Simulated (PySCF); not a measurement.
## Excitation energy of Be by level of theory

Be [He] 2s2 (1S) → Be [He] 2s1 3s1 (3S), as a difference of total energies. All numbers are calculated (PySCF 2.14, no relativity, point nucleus, in aug-cc-pVQZ). Correlated levels: valence: 1s2 frozen. The calculations carry no spin-orbit coupling.

```csv
method,excitation energy (cm⁻¹),error (cm⁻¹)
UHF,42921,-9160
MP2 (valence),48974,-3107
SCS-MP2 (valence),50558,-1523
CCSD (valence),51929,-152
```

Reference: 52081 cm⁻¹ (measured; NIST levels).

Errors of the correlated levels include the incompleteness of this basis and the frozen core.

With two correlated electrons CCSD is exact in that space.
